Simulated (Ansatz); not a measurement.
Consider the substitution at a C–Sn bond: `[AlH2]/[CH]=[CH]/[SnH3]` + HCl → `[AlH2]/[CH]=C/Cl` + `[SnH4]`.

Calculated with Ansatz (gas phase, PBE0-D4/def2-TZVP geometries, no zero-point term in ΔE). CCSD(T)/CBS adds triple-zeta CCSD(T) − MP2 to the extrapolated MP2 energy (def2 sets, frozen cores). This one scheme is used for every species. Double bonds are as drawn, so ΔE can hold a change between cis and trans. DFT in def2-TZVPP. def2 core potentials past Kr. For Sn outer-core shells are correlated without core-valence functions, which leaves a few kJ/mol of doubt a bond.

```
                  species  B2PLYP energy (Eh)
`[AlH2]/[CH]=[CH]/[SnH3]`          -536.70726
                      HCl          -460.68739
       `[AlH2]/[CH]=C/Cl`          -780.94075
                 `[SnH4]`          -216.44814
```

Work out ΔE.

ΔE = (-780.94075) + (-216.44814) − (-536.70726) − (-460.68739) = 0.00576 Eh = +15.1 kJ/mol. CCSD(T)/CBS gives +26.6 kJ/mol.

Largest T1 diagnostic among the species: 0.013.

The D4 term adds +4.4 kJ/mol with B3LYP and +2.6 kJ/mol with PBE0; it sums over pairs of atoms, weighted by their polarisabilities, and B3LYP, whose exchange is more repulsive, gets the larger term. In def2-TZVPP, CCSD(T) changes the Hartree–Fock value by +9.1 kJ/mol (the triples alone add −0.1 kJ/mol) and MP2 by +10.4 kJ/mol.

B3LYP here is the variant with VWN-RPA as its local correlation; programs differ in this.
